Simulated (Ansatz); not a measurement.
Input (FCI/def2-SVPD; Ansatz, an electronic-structure program):

Ansatz 0.2 input:
```yaml
crystal:
  periodic: [false, false, false]
  atoms:
    - {symbol: Te, position_ang: [0.00000000, 0.00000000, 0.00000000]}
basis:
  gaussian:
    orbitals: def2-SVPD
total_charge: -1
magnetization: {spin_polarized: true, initial_magnetization: 1}
correlation: {method: fci, electrons: outside_noble_gas}
scf: {lower_state_search: full}
```

Output:

```
Functional definition: HF
integrals: 0.01 GiB planned
287 factors; integrals over basis functions are off by at most 2.5e-8 eV
mean field: 0.07 GiB planned
mean field evaluation 1: about -7266.0005 eV, gradient 7.4e0 eV
mean field evaluation 2: about -7266.0245 eV, gradient 7.3e0 eV
mean field evaluation 4: about -7266.4435 eV, gradient 7.1e-1 eV
mean field evaluation 8: about -7266.4611 eV, gradient 1.5e-2 eV
mean field evaluation 16: about -7263.3840 eV, gradient 6.7e0 eV
mean field evaluation 32: about -7266.4611 eV, gradient 1.3e-3 eV
mean field evaluation 64: about -7266.4611 eV, gradient 3.4e-2 eV
mean field evaluation 96: about -7266.4611 eV, gradient 1.2e-2 eV
mean field -7266.46112175 eV, -267.0375208400 hartree, gradient 1.5e-6 eV, S^2 0.759562; 7 other end points of the search recorded, 0 dependent functions left out
9 core orbitals not correlated
reference -7266.37878541 eV, -267.0344950353 hartree; 4, 3 occupied and 22, 23 virtual orbitals, 287 factors
configuration interaction: 3.08 GiB planned
state -7269.24128542 eV, -267.1396899704 hartree
Total energy: -7269.24128542 eV, -267.1396899704 hartree
```
